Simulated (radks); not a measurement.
The numbers below are computed, except where a source is named.
All-electron atom: the beryllium ion Be1.9+ in 1s(up 1, down 0.1) 2s1 (fractional occupations, a model configuration). Level of theory: scalar-relativistic Kohn-Sham, BLYP, spin-polarised, spherical densities, point nucleus; open shells are filled with parallel spins first (a radial shooting solver on a logarithmic mesh with Libxc functionals).

Unscreened Slater integrals over Kohn-Sham orbitals (cm^-1). They are taken over the spin-up orbitals.

integral,value
"F0(2s,2s)",111550
"F0(2s,1s)",155470
"G0(2s,1s)",13544
"F0(1s,1s)",539040
